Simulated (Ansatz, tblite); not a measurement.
Cost and result up the ladder for Si19AsH32⁻ (52 atoms). Total charge -1; singlet. Geometry: PBE-D4/def2-SVP.

Cartesian coordinates in Å:
```
Si -3.572 0.946 -2.130
Si 2.339 0.518 -4.533
Si 3.382 1.205 -0.774
As -0.076 1.189 -1.632
Si -1.420 -2.219 -0.619
Si 0.901 -1.910 -0.933
Si -1.026 0.172 1.623
Si -4.532 -0.359 1.232
Si 2.507 -0.114 2.565
Si 0.486 -3.209 3.099
Si 0.366 1.666 -3.947
Si -2.007 2.564 -1.484
Si -3.425 -0.970 -0.771
Si 1.589 2.714 -0.876
Si 4.090 0.935 -3.005
Si 2.585 -0.750 0.287
Si -3.062 1.060 2.418
Si 0.585 1.183 3.013
Si -1.285 -1.647 3.143
Si 2.419 -2.093 3.833
H -5.000 1.444 -2.100
H -3.250 0.624 -3.573
H 2.809 0.921 -5.915
H 2.053 -0.961 -4.580
H 4.565 1.741 0.004
H -1.609 -3.240 -1.748
H -1.584 -3.070 0.616
H 1.195 -1.646 -2.393
H 1.342 -3.355 -0.752
H -5.838 0.272 0.790
H -4.912 -1.603 2.000
H 3.840 0.577 2.795
H 0.790 -3.720 1.710
H 0.224 -4.427 3.961
H 0.522 3.133 -4.278
H -0.772 1.136 -4.787
H -1.959 3.755 -2.416
H -2.181 3.062 -0.077
H -4.355 -1.937 -1.494
H 1.828 3.869 -1.823
H 1.196 3.269 0.465
H 4.751 2.226 -3.441
H 5.137 -0.149 -3.134
H 3.754 -1.712 0.163
H -3.369 2.473 1.963
H -3.417 1.021 3.894
H 0.916 2.617 2.654
H 0.399 1.176 4.520
H -2.554 -2.437 2.895
H -1.357 -1.254 4.609
H 3.675 -2.922 3.654
H 2.315 -1.765 5.307
```

Ansatz on 2 threads of AMD EPYC 7R13 on a shared host and a share (18 GiB) of an NVIDIA H100 80GB HBM3; xTB runs through tblite on one thread. Times are rough, summed over both states, and most runs start from the orbitals of an earlier one. PBE0-D4/def2-SVP serves as the yardstick here, not as an exact answer. The other state is a doublet.

The xTB rows come from tblite. B3LYP takes the VWN-RPA correlation. Correlated methods freeze 104 core orbitals; core or outer-core shells of As are correlated, in sets that lack core-valence functions. Single mean-field runs in def2-SVP are fitted with def2-universal-jkfit.

Correlated methods converge slowly with the basis, most of all in double-zeta sets.

Raw xTB energies of ions are shifted by several eV.

```csv
level,functions,wall time,vertical IE (eV),difference from PBE0-D4/def2-SVP (eV)
GFN2-xTB,212,1.2 s,7.15,3.31
PBE0-D4/def2-SVP,534,10 s,3.83,0.00
PBE-D4/def2-SVP,534,10 s,3.75,-0.08
B3LYP-D4/def2-SVP (with forces),534,12 s,3.87,0.04
PBE-QIDH/def2-SVP,534,14 s,3.84,0.01
r2SCAN-D4/def2-SVP (with forces),534,15 s,3.73,-0.10
B97M-V/def2-SVP,534,23 s,3.95,0.12
```
